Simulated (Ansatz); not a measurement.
Nb(S)(F)(NH2)2 (FH₄N₂NbS), SMILES [NH2][Nb]([NH2])([F])=[S], multiplicity 1.

Coordinates come from a B3LYP-D3(BJ)/def2-SVP optimisation. The spin state was assumed, not searched. The def2 effective core potentials stand for the cores of Nb; spin–orbit coupling is left out. The values are those of a single conformer.

Two levels are set side by side: PBE/def2-SVPD (Ansatz, a quantum-chemistry and plane-wave program) and CAM-B3LYP/def2-SVPD (Ansatz). Energy differences of separate SCF runs at the same geometry; the states with an electron removed or added have multiplicity 2 and 2. Differences are taken from unrounded values.

```csv
quantity,CAM-B3LYP
vertical ionisation energy (eV),9.65
vertical electron affinity (eV),0.39
vertical singlet–triplet gap (eV),3.29
```

**Question.** What does PBE give, and how far is it from CAM-B3LYP? (An estimate is asked for; the answer gives what the named calculation found.)

**Answer.** 
```
quantity                             PBE  PBE minus CAM-B3LYP
---------------------------------  -----  -------------------
vertical ionisation energy (eV)     9.27                -0.39
vertical electron affinity (eV)    -0.02                -0.41
vertical singlet–triplet gap (eV)   3.64                 0.35
```
